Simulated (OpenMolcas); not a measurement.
Mg⁺: RASPT2 settings compared

| Quantity | Value |
| --- | --- |
| Program | OpenMolcas |
| Basis | ANO-L-VDZP [4s3p1d] |
| Scalar Hamiltonian | non-relativistic, point nucleus |
| Active space | 1 electron in 9 orbitals (RAS2 3s 3p; RAS3 3d, at most 1 electron) |
| State averaging | 2S+1 = 2 even, 1 root; 2S+1 = 2 odd, 3 roots |
| Spin-orbit coupling | RASSI with atomic mean-field integrals over the reference wave functions, term energies averaged over their components |

Methods on the same reference wave functions:
A. RASSCF
B. SS-RASPT2, IPEA 0.4 Eh, sigma2 regulariser 0.25 Eh (closed shells correlated: 2s 2p)
C. XMS-RASPT2, IPEA 0.35 Eh, imaginary shift 0.1 Eh (closed shells correlated: 2s 2p)
D. XMS-RASPT2, IPEA 0.35 Eh, sigma2 regulariser 0.4 Eh (closed shells correlated: 1s 2s 2p)

Energies in cm-1 above 3s 2S 1/2, the measured ground level; measured values from NIST Handbook of Basic Atomic Spectroscopic Data.

| Level | A | B | C | D | Measured |
| --- | --- | --- | --- | --- | --- |
| 3s 2S 1/2 | 0.0 | 0.0 | 0.0 | 0.0 | 0.0 |
| 3p 2P* 1/2 | 34521 | 34628 | 34626 | 34625 | 35669 |
| 3p 2P* 3/2 | 34586 | 34693 | 34691 | 34690 | 35761 |

Deviations, from unrounded energies. A percentage is the sum of absolute deviations over the sum of measured energies, with the sign that they share, or ± where signs differ.

```
           Against measurement  Levels     A     B     C     D
mean absolute deviation (cm-1)       2  1200  1100  1100  1100
      other configurations (%)       2  -3.3  -3.0  -3.0  -3.0
```

B, C, D lie about equally close to measurement and A furthest from it. The largest miss of B in the table is 3p 2P* 3/2, by -1100 cm-1. The ranking rests on the paired levels alone, and a cruder setting can come out closer through cancelling errors.

Among B to D no level of the table moves by more than 5 cm-1.

The lowest spin-free term lies below A's lowest term by 0.004 hartree in B, 0.004 hartree in C, 0.004 hartree in D.

With one active electron outside closed inactive shells, the extra shells (3d) add no correlation to the reference. ANO sets are built for ground and valence states and can reach diffuse excited orbitals poorly. With one active electron the reference holds no correlation, so core polarisation is missing (holds for A). With one active electron, CASPT2 adds the correlation within the correlated inactive shells and between them and that electron, and leaves the splitting within a term as the reference gives it (holds for B; C; D). Measured partners are found by configuration, term and J. A level has none where our copy of the source lacks it or the pairing is in doubt (some pairs that miss far off the trend of their configuration count as doubtful), and it then counts in no deviation. Levels of configurations outside the active space are missing.

* marks odd parity.
